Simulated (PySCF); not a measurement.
Isomers of C7H11PSi.

All values: PBE0/pcSseg-1 (PySCF) at GFN2-xTB geometries, gas phase, one conformer each.

Question: Rank by the highest IAO charge on any atom, lowest value first.
A. `[CH2:1]=[CH:2][c:3]1[cH:4][c:5]([CH3:6])[c:7]([SiH3:8])[pH:9]1` with C1–C2–C3–C4 -174°
B. `Cc1ccpc(C)c1[SiH3]`
C. `[CH3:1][CH2:2][c:3]1[cH:4][cH:5][c:6]([SiH3:7])[cH:8][p:9]1` with C1–C2–C3–C4 -85°
D. `[CH3:1][c:2]1[cH:3][cH:4][cH:5][cH:6][c:7]1[PH:8][SiH3:9]` with C6–C7–P8–Si9 -90°

Answer: D (+0.423 e), B (+0.570 e), A (+0.588 e), C (+0.604 e).

Question: Rank by dipole moment, highest first.
A. `Cc1ccpc(C)c1[SiH3]`
B. `[SiH3:1][c:2]1[cH:3][cH:4][p:5]([CH:6]2[CH2:7][CH2:8]2)[cH:9]1` with C4–P5–C6–C7 170°
C. `[CH3:1][c:2]1[cH:3][cH:4][cH:5][cH:6][c:7]1[PH:8][SiH3:9]` with C6–C7–P8–Si9 -90°

Answer: A (1.63 D), B (1.30 D), C (0.95 D).

Question: Rank by the highest Hirshfeld charge on any atom, lowest value first.
A. `[CH3:1][c:2]1[cH:3][cH:4][c:5]([PH:6][SiH3:7])[cH:8][cH:9]1` with C4–C5–P6–Si7 -83°
B. `[CH2:1]=[CH:2][c:3]1[cH:4][c:5]([CH3:6])[c:7]([SiH3:8])[pH:9]1` with C1–C2–C3–C4 -174°
C. `[SiH3:1][c:2]1[cH:3][cH:4][p:5]([CH:6]2[CH2:7][CH2:8]2)[cH:9]1` with C4–P5–C6–C7 170°

Answer: A (+0.250 e), B (+0.292 e), C (+0.309 e).

All values together:

| SMILES | μ (D) | HOMO (eV) | LUMO (eV) | lowest IAO charge (e) | highest IAO charge (e) | lowest Hirshfeld charge (e) | highest Hirshfeld charge (e) |
| --- | --- | --- | --- | --- | --- | --- | --- |
| C=Cc1cc(C)c([SiH3])[pH]1 | 1.54 | -6.24 | -1.71 | -0.501 (C) | +0.588 (Si) | -0.162 (C) | +0.292 (Si) |
| Cc1ccc(P[SiH3])cc1 | 1.69 | -6.46 | -0.48 | -0.426 (C) | +0.422 (Si) | -0.115 (C) | +0.250 (Si) |
| CCc1ccc([SiH3])cp1 | 1.49 | -7.03 | -1.52 | -0.411 (C) | +0.604 (Si) | -0.116 (C) | +0.313 (Si) |
| Cc1ccccc1P[SiH3] | 0.95 | -6.64 | -0.59 | -0.429 (C) | +0.423 (Si) | -0.122 (C) | +0.253 (Si) |
| [SiH3]c1ccp(C2CC2)c1 | 1.30 | -6.76 | -1.39 | -0.369 (C) | +0.602 (Si) | -0.107 (C) | +0.309 (Si) |
| Cc1ccpc(C)c1[SiH3] | 1.63 | -6.79 | -1.39 | -0.428 (C) | +0.570 (Si) | -0.124 (C) | +0.305 (Si) |

Conformers: `[CH2:1]=[CH:2][c:3]1[cH:4][c:5]([CH3:6])[c:7]([SiH3:8])[pH:9]1` with C1–C2–C3–C4 -174°; `[CH3:1][c:2]1[cH:3][cH:4][c:5]([PH:6][SiH3:7])[cH:8][cH:9]1` with C4–C5–P6–Si7 -83°; `[CH3:1][CH2:2][c:3]1[cH:4][cH:5][c:6]([SiH3:7])[cH:8][p:9]1` with C1–C2–C3–C4 -85°; `[CH3:1][c:2]1[cH:3][cH:4][cH:5][cH:6][c:7]1[PH:8][SiH3:9]` with C6–C7–P8–Si9 -90°; `[SiH3:1][c:2]1[cH:3][cH:4][p:5]([CH:6]2[CH2:7][CH2:8]2)[cH:9]1` with C4–P5–C6–C7 170°.
